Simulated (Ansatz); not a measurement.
Ansatz (an electronic-structure program) input (CCSD(T)/def2-SVPD):

Ansatz 0.2 input:
```yaml
crystal:
  periodic: [false, false, false]
  atoms:
    - {symbol: Ta, position_ang: [0.00000000, 0.00000000, -0.00000000]}
    - {symbol: O, position_ang: [1.24516694, 1.43969551, -0.26807165]}
    - {symbol: H, position_ang: [1.51214917, 2.19052434, 0.26336933]}
    - {symbol: O, position_ang: [1.01004340, -1.02731350, 1.27258225]}
    - {symbol: H, position_ang: [1.78376992, -1.58784098, 1.20469136]}
    - {symbol: O, position_ang: [-0.56596739, -0.02675562, -1.83684276]}
    - {symbol: H, position_ang: [-0.80858093, -0.72689024, -2.44380499]}
    - {symbol: O, position_ang: [-1.68924295, -0.38562639, 0.83233216]}
    - {symbol: H, position_ang: [-2.48733816, 0.12420688, 0.97574430]}
basis:
  gaussian:
    orbitals: def2-SVPD
magnetization: {spin_polarized: true, initial_magnetization: 1}
correlation: {method: ccsd_t, electrons: outside_noble_gas}
output: {forces: true}
```

End of the output:

```
cycle  14  -25.74318780 eV  change    1.1e-6 eV  update   1.1e-6
cycle  15  -25.74318838 eV  change   -5.9e-7 eV  update   5.4e-7
perturbative correction -0.89435755 eV, -0.0328670338 hartree
the calculation of the forces begins
Total energy: -9772.24721193 eV, -359.1234611714 hartree
Atom 0 at     0.000000     0.000000    -0.000000 Å, force    -0.000000    -0.000000    -0.000000 eV/Å
Atom 1 at     1.245167     1.439696    -0.268072 Å, force     0.299094     0.374656    -0.132158 eV/Å
Atom 2 at     1.512149     2.190524     0.263369 Å, force     0.115786     0.173070     0.068611 eV/Å
Atom 3 at     1.010043    -1.027313     1.272582 Å, force     0.202170    -0.282996     0.355430 eV/Å
Atom 4 at     1.783770    -1.587841     1.204691 Å, force     0.173204    -0.120226     0.060110 eV/Å
Atom 5 at    -0.565967    -0.026756    -1.836843 Å, force    -0.099783     0.039970    -0.485526 eV/Å
Atom 6 at    -0.808581    -0.726890    -2.443805 Å, force    -0.080534    -0.099736    -0.177860 eV/Å
Atom 7 at    -1.689243    -0.385626     0.832332 Å, force    -0.401480    -0.131629     0.262255 eV/Å
Atom 8 at    -2.487338     0.124207     0.975744 Å, force    -0.208456     0.046892     0.049138 eV/Å
Dipole moment:     0.000000     0.000000     0.000000 e Å
```

The spin state was set by rule; other spins were not relaxed.
